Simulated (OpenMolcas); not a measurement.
## How basis sets differ on InH3Cl− ([InClH3]-)

The species is InH3Cl− (5 atoms), meant as a singlet with charge -1. As SMILES, `[H][In-]([H])([H])[Cl]`. Geometry: a GFN2-xTB relaxation, a rough one for these elements and not checked as a minimum.

Each level gives the HOMO–LUMO gap (eV). The values are calculated.

| level | kind | program | value (eV) |
| --- | --- | --- | --- |
| HF/ANO-RCC-MB (DKH2) | Hartree–Fock | OpenMolcas | 14.77 |
| HF/STO-3G | Hartree–Fock | OpenMolcas | 19.00 |
| HF/3-21G | Hartree–Fock | OpenMolcas | 12.83 |
| HF/def2-SVP (core potential) | Hartree–Fock | OpenMolcas | 12.62 |

All-electron rows without a relativistic Hamiltonian named are non-relativistic, while core potentials hold scalar relativity, so basis and relativity change together. Sets without diffuse functions describe the anion poorly. The values span 12.62 to 19.00 eV. A Hartree–Fock LUMO above zero doesn't converge with the basis: it sinks as sets grow more diffuse. Orbital gaps aren't excitation energies.
